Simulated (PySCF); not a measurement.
# How methods differ on the excitation energy of Kr²⁺

Kr²⁺ [Ar] 3d10 4s2 4p4 (3P) → Kr²⁺ [Ar] 3d10 4s1 4p4 4d1 (high-spin determinant), as a difference of total energies. Calculation: PySCF 2.14, in aug-cc-pVDZ-DK (6s5p3d, 36 functions); the spin-free X2C one-electron Hamiltonian (Gaussian nucleus). Correlated levels: valence: [Ar] 3d10 frozen. The calculations carry no spin-orbit coupling.

```csv
method,excitation energy (eV)
UHF,31.417
MP2 (valence),31.788
SCS-MP2 (valence),31.742
CCSD (valence),30.897
CCSD(T) (valence),30.747
```

Task: How much does correlation contribute at CCSD(T) (valence)?

Result: 30.747 − (31.417) = -0.670 eV, measured against UHF.

The promoted electron is Rydberg-like, and one or two diffuse shells describe it only roughly, which tends to raise the upper state.

The coupled-cluster amplitudes are large for the upper state (T1 above 0.03 or a double amplitude above 0.15), so a single reference is strained.

The determinant of the upper state mixes LS terms, which raises its energy above the lowest term, most at the Hartree-Fock and MP2 levels.
